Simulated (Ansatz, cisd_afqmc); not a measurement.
System: Ga, charge 0, doublet.

Total energies in def2-SVPD, 3 correlated electrons, 14 frozen orbitals. UHF or UKS for unpaired electrons; spin-orbit terms are left out. Cores are frozen in correlated methods (noble-gas shells, and filled d and f shells in the p block). No relativity. AFQMC/CISD: phaseless, guided by CISD from CCSD amplitudes; bars are statistical, one sigma. Outlying blocks are dropped, and bars are widened where a walk drifts. Over all cases where full CI ran beside it in this data, AFQMC minus full CI had a median of +0.1 mEh and passed +0.4 mEh in a tenth of the cases.

| method | program | energy (Eh) | minus CCSDT (mEh) |
|---|---|---|---|
| HF | Ansatz | -1922.97472 | 45.28 |
| MP2 | Ansatz | -1923.00467 | 15.34 |
| CCSD | Ansatz | -1923.01911 | 0.90 |
| CCSD(T) | Ansatz | -1923.01973 | 0.28 |
| CCSDT | Ansatz | -1923.02000 | 0.00 |
| AFQMC/CISD | cisd_afqmc | -1923.0199 ± 0.0001 | 0.1 ± 0.1 |

Ansatz is an electronic-structure program.
